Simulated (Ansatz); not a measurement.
Sr3⁻, relaxed as a doublet with UKS r2SCAN/def2-TZVPD in Ansatz, starting from the GFN2-xTB geometry. Force threshold 0.02 eV/Å.

In the def2 sets Sr takes a core potential; there is no spin–orbit coupling. The charge -1 doublet is spin-contaminated (final ⟨S²⟩ up to 1.23, 0.75 for a pure state). The highest occupied level of the charge -1 doublet lies above zero (up to 0.21 eV). It is a level of α spin, whose loss leaves a singlet; that state wasn't run at this geometry and level. The electron is either unbound and held by the finite basis, or the level is raised by self-interaction error. The structure comes from a short search, and lower isomers may exist.

Start:

```xyz
3

Sr    2.9440    0.1595   -0.3887
Sr   -1.6434   -1.7350   -1.7727
Sr   -1.3006    1.5755    2.1614
```

```json
{"step": "1", "energy (eV)": "-2506.6146", "largest force component (eV/Å)": "0.266", "SCF passes": "84"}
{"step": "2", "energy (eV)": "-2506.6361", "largest force component (eV/Å)": "0.267", "SCF passes": "85"}
{"step": "3", "energy (eV)": "-2506.8491", "largest force component (eV/Å)": "0.378", "SCF passes": "201"}
{"step": "4", "energy (eV)": "-2506.8919", "largest force component (eV/Å)": "0.371", "SCF passes": "155"}
{"step": "5", "energy (eV)": "-2507.0491", "largest force component (eV/Å)": "0.303", "SCF passes": "157"}
{"step": "6", "energy (eV)": "-2507.1660", "largest force component (eV/Å)": "0.037", "SCF passes": "117"}
{"step": "7", "energy (eV)": "-2507.1667", "largest force component (eV/Å)": "0.023", "SCF passes": "108"}
{"step": "8", "energy (eV)": "-2507.1670", "largest force component (eV/Å)": "0.006", "SCF passes": "109"}
```

Force components are those of the run's own axes.

End:

```xyz
3

Sr    2.338    0.126   -0.309
Sr   -1.305   -1.378   -1.407
Sr   -1.034    1.251    1.717
```

Bonds formed: Sr1–Sr2, Sr1–Sr3, Sr2–Sr3 (atoms count from 1). The end is the same structure that another start reached, the lowest one found.

No frequencies were taken in this run, so the end may be a saddle point.

Hardware: 4 threads of Arm Neoverse V2 on a shared host. Wall time 92 s.
